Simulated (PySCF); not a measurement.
## RbLi and its ions

RHF-MP2; basis Rb def2-SVPD with ECP28, Li def2-SVPD; scalar-relativistic core potentials; PySCF 2.14. Neutral (RHF): singlet (closed shell), Re = 3.566 Å, ωe = 185 cm⁻¹, De = 0.36 eV.

RbLi⁺ (UHF): doublet (σ ↑), Re = 4.176 Å, ωe = 125 cm⁻¹, De = 0.44 eV to Rb⁺ + Li. The energies at the minima are -31.29730 hartree for RbLi and -31.15126 for RbLi⁺.

Question: Work out the adiabatic ionisation energy, without and with harmonic zero-point energies (1 hartree = 27.2114 eV, 1 eV = 8065.5 cm⁻¹), and the change of the bond length.

Answer: At MP2: 0.14604 hartree = 3.974 eV between the minima; the zero-point term (125.0 − 185.0)/2 cm⁻¹ = -0.004 eV makes it 3.970 eV. Re changes by +61.0 pm against the neutral. The electron leaves a σ orbital, and the ion is left as a loose complex of an ion and an atom.

RbLi⁻ (ROHF): doublet (σ ↑), Re = 4.042 Å, ωe = 114 cm⁻¹. The energies at the minima are -31.29730 hartree for RbLi and -31.30997 for RbLi⁻.

Question: Work out the adiabatic electron affinity, without and with harmonic zero-point energies (1 hartree = 27.2114 eV, 1 eV = 8065.5 cm⁻¹), and the change of the bond length.

Answer: At MP2: 0.01267 hartree = 0.345 eV between the minima; the zero-point term (185.0 − 114.0)/2 cm⁻¹ = +0.004 eV makes it 0.349 eV. Re changes by +47.6 pm against the neutral. The electron enters a σ orbital, and the longer bond of the ion fits an antibonding orbital, or a change in how ionic the bond is.

Correlated steps freeze no core orbitals. UHF and ROHF references stand side by side, which adds small steps between rows. Weak bonds: RbLi, RbLi⁺. Basis-set superposition, not corrected here, can be much of De in a small basis, most of all at correlated wavefunction levels. Spin–orbit coupling is left out. For an ion De counts to the pair picked by the measured ionisation energies or electron affinities, which need not be the lowest pair at this level. Where the molecule has an RHF reference, its open-shell atoms are computed with UHF. States were picked by a PBE0 search and need not be the measured ground states.

Neutral and ion stand on different kinds of reference determinant, which adds to the error of the difference.
